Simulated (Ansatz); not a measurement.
Consider the formal loss of a carbene: `C=C[Te][SiH2]C` → `C=C[Te][SiH3]` + `[CH2]` (triplet).

Gas-phase electronic energies from Ansatz, PBE0-D4/def2-TZVP geometries. CCSD(T)/CBS is the MP2 limit (def2-TZVPP, def2-QZVPP) plus CCSD(T) − MP2 in def2-TZVPP, frozen cores. This one scheme is used for every species. Triplets are unrestricted, without spin–orbit coupling. def2 core potentials past Kr. For Te outer-core shells are correlated without core-valence functions, which leaves a few kJ/mol of doubt a bond. Each species was taken in one conformer, which may not be the lowest.

| species | CCSD(T)/CBS(def2) energy (Eh) |
| --- | --- |
| `C=C[Te][SiH2]C` | -675.77875 |
| `C=C[Te][SiH3]` | -636.49984 |
| `[CH2]` (triplet) | -39.09499 |

Work out ΔE.

ΔE = (-636.49984) + (-39.09499) − (-675.77875) = 0.18392 Eh = +5.00 eV.

Largest T1 diagnostic among the species: 0.011.

Leaving LDA and LC-ωPBE aside and taking each functional with its dispersion term where it has one, the values, not all of them listed here, spread over 0.35 eV, from r2SCAN0-D4 to ωB97X-V. LDA lies +0.75 eV from PBE without D4. The D4 term adds +0.13 eV with B3LYP and +0.07 eV with PBE0; it sums over pairs of atoms, weighted by their polarisabilities, and B3LYP, whose exchange is more repulsive, gets the larger term. At CCSD(T), def2-SVP lies −0.31 eV from the extrapolated value and def2-TZVPP −0.14 eV.

B3LYP here is the variant with VWN-RPA as its local correlation; programs differ in this.
